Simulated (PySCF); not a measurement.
# Reading the logs of faulty runs: BCH4NO

Calculated results; nothing here was measured. They come from PySCF 2.14.0, an open-source quantum chemistry program, on an isolated molecule that a program drew, which may never have been made. The molecule is BCH4NO (charge 0, singlet), drawn as the SMILES string `COB=N`.

Each row is a Hartree-Fock (HF) and frozen-core CCSD(T) single point in the cc-pVDZ basis, meant for a local HF minimum. Run 1 is clean. Each other run has one planted mistake out of seven kinds, and not every kind appears here: one electron removed, one electron added, multiplicity raised by two, geometry at a saddle point, minimal basis STO-3G, one bond length entered in bohr, all coordinates scaled. The reference is restricted for singlets and unrestricted otherwise, and also for a bond in bohr. Adding or removing an electron swaps singlet and doublet. Electrons count all cores. HOMO and LUMO are orbital energies over both spins, the gradient is its largest component, and the lowest frequency (negative if imaginary) is given only where the gradient is small. Bond lengths are over the 7 bonds as drawn. T1 is the CCSD diagnostic: over 0.02 (restricted) or 0.045 (unrestricted) a single reference is doubtful.

Geometry of the clean run:
```xyz
8
BCH4NO, angstrom
C    -2.5799    0.3665   -2.3447
O    -2.5211   -0.4882   -1.2185
B    -1.4608   -0.5318   -0.4270
N    -0.4717   -0.5685    0.3063
H    -1.7884    0.1257   -3.0550
H    -2.4918    1.4106   -2.0431
H    -3.5458    0.2094   -2.8166
H     0.2967   -0.6286    0.9155
```

```
run  electrons  basis functions  <S^2>  HOMO (eV)  LUMO (eV)  gradient (hartree/bohr)  lowest frequency (cm^-1)  mean bond (Å)  longest bond (Å)      T1  HF (hartree)  CCSD(T) (hartree)                          mistake
  1         30               76  0.000     -10.64       4.68                  2.4e-05                        84         1.1744             1.415  0.0135    -194.23725         -194.84647                         no fault
  2         29               76  0.766     -18.93      -7.02                  1.6e-01                         -         1.1744             1.415  0.0338    -193.92227         -194.49098             one electron removed
  3         31               76  0.754       4.17       9.56                  4.2e-02                         -         1.1744             1.415  0.0366    -194.07419         -194.70596               one electron added
  4         30               76  1.009     -11.05       2.27                  1.7e-02                         -         1.3426             2.502  0.0329    -194.08645         -194.66541  one bond length entered in bohr
  5         30               76  2.013      -3.31       0.96                  2.3e-01                         -         1.1744             1.415  0.0195    -194.00236         -194.58035                                ?
  6         30               76  0.000     -10.34       4.29                  5.8e-02                         -         1.2577             1.516  0.0166    -194.19622         -194.82718                                ?
```

**Which mistake was planted in run 5, and what did it cost?**

Electrons, basis and geometry are unchanged, and <S^2> is 2.013, beside S(S+1) = 2.00 for a multiplicity of 3. So the mistake is: multiplicity raised by two. Subtracting run 1 and multiplying by 627.51 kcal/mol a hartree, the energy moved by 147.4 kcal/mol in HF and 167.0 kcal/mol in CCSD(T).

**Which mistake was planted in run 6, and what did it cost?**

The mean and the longest bond both change by the same factor, 1.071, and the gradient is no longer small. So the mistake is: all coordinates scaled. Subtracting run 1 and multiplying by 627.51 kcal/mol a hartree, the energy moved by 25.7 kcal/mol in HF and 12.1 kcal/mol in CCSD(T).

Cautions from the logs. Run 3: the HOMO is above zero, so the electron isn't bound and the energy depends on the basis.
